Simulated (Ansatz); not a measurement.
Reaction (redistribution): `CB(C)F` + `C#C[Si](Cl)(Cl)C#C` → `C#CB(C)C` + `C#C[Si](F)(Cl)Cl`

Program: Ansatz. Geometries: PBE0-D4/def2-TZVP. ΔE: electronic, gas phase. CCSD(T)/CBS is the MP2 limit (def2-TZVPP, def2-QZVPP) plus CCSD(T) − MP2 in def2-TZVPP, frozen cores. Functionals use def2-TZVPP.

```
level  ΔE (kcal/mol)
 PBE0           -2.2
BHLYP           -2.8
```

(1) What does CCSD(T)/CBS give? (Estimate.)

Largest T1 diagnostic among the species: 0.012.

## Answers

(1) The calculation gave: -2.4 kcal/mol. The listed levels differ from it by 0.2, -0.4 kcal/mol.

At CCSD(T), def2-SVP lies +6.3 kcal/mol from the extrapolated value and def2-TZVPP +0.9 kcal/mol. In def2-TZVPP, CCSD(T) changes the Hartree–Fock value by +1.2 kcal/mol (the triples alone add +0.3 kcal/mol) and MP2 by +1.5 kcal/mol.
